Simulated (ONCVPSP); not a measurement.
## Configuration tests for silver (ONCV)

silver, optimised norm-conserving Vanderbilt (ONCV), made with ONCVPSP 4.0.1 (LDA (Perdew-Zunger), fully relativistic). Core [Ar] 3d10, reference 4s2 4p6 4d8 (charge +3). Waves: 4s: rc 1.40 bohr, ncon 4, nbas 9, qcut 8.1 1/bohr, 2 projectors, debl 1.2 Ha; 4p: rc 1.70 bohr, ncon 3, nbas 6, qcut 7.3 1/bohr, 2 projectors, debl 3.9 Ha; 4d: rc 1.90 bohr, ncon 3, nbas 8, qcut 7.8 1/bohr, 3 projectors, debl 3.8 Ha. Local part: polynomial inside 0.85 bohr (lpopt 2, dvloc0 0 Ha). Core correction: Teter function, fcfact 3, rcfact 1.65.

Open shells are filled in proportion to 2j + 1.

In the s channel the program set the typed energies aside and used -4.911, 0.050 Ha. In the p channel the program set the typed energies aside and used -3.500, 0.050 Ha (j = l + 1/2; the other j can differ).

Energies are relative to the spin-unpolarised reference configuration 4s2 4p6 4d8; without spin polarisation the order of configurations can differ from experiment.

(1) Give the all-electron excitation energy and the error of the potential for: 4s2 4p6 4d10 5s1; 4s2 4p6 4d10; 4s2 4p6 4d9; 4s2 4p6 4d10 5p1.

Results:

(1)

| valence configuration | charge | ΔE all-electron (eV) | error AE − PS (meV) |
| --- | --- | --- | --- |
| 4s2 4p6 4d10 5s1 | 0 | -66.920 | +52 |
| 4s2 4p6 4d10 | +1 | -58.816 | +70 |
| 4s2 4p6 4d9 | +2 | -36.432 | +27 |
| 4s2 4p6 4d10 5p1 | 0 | -62.904 | +61 |
